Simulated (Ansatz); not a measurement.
Consider the substitution at a C–S bond: `NC(F)S` + `O[SiH2]F` → `NC(F)O[SiH2]F` + H₂S.

Gas-phase electronic energies from Ansatz, PBE0-D4/def2-TZVP geometries. CCSD(T)/CBS is the MP2 limit (def2-TZVPP, def2-QZVPP) plus CCSD(T) − MP2 in def2-TZVPP, frozen cores. This one scheme is used for every species. Functionals use def2-TZVPP. B3LYP here is the variant with VWN-RPA as its local correlation; programs differ in this. One conformer a species, not always the lowest.

**Question.** Is it downhill or uphill in electronic energy at CCSD(T)/CBS, and by how much? (An estimate is asked.)

**Answer.** Ansatz gave: Downhill: ΔE = -14.4 kJ/mol.

**Question.** What do these levels give: r2SCAN-D4, B3LYP-D4, ωB97X-V, PBE0, B3LYP, SCS-MP2/def2-TZVPP, CCSD/def2-TZVPP, CCSD(T)/def2-TZVPP, HF/def2-QZVPP, MP2/def2-QZVPP, HF/CBS(def2), MP2/CBS(def2)? (An estimate is asked.)

**Answer.** Computed: r2SCAN-D4 -16.7, B3LYP-D4 -17.8, ωB97X-V -21.0, PBE0 -12.8, B3LYP -16.1, SCS-MP2/def2-TZVPP -17.6, CCSD/def2-TZVPP -22.5, CCSD(T)/def2-TZVPP -20.5, HF/def2-QZVPP -31.5, MP2/def2-QZVPP -10.7, HF/CBS(def2) -31.5, MP2/CBS(def2) -8.3 kJ/mol.

Largest T1 diagnostic among the species: 0.012.

In def2-TZVPP, CCSD(T) changes the Hartree–Fock value by +11.3 kJ/mol (the triples alone add +2.1 kJ/mol) and MP2 by +17.5 kJ/mol. From PBE to PBE0 (25 % exact exchange), in def2-TZVPP and without D4, ΔE moves by −4.4 kJ/mol.
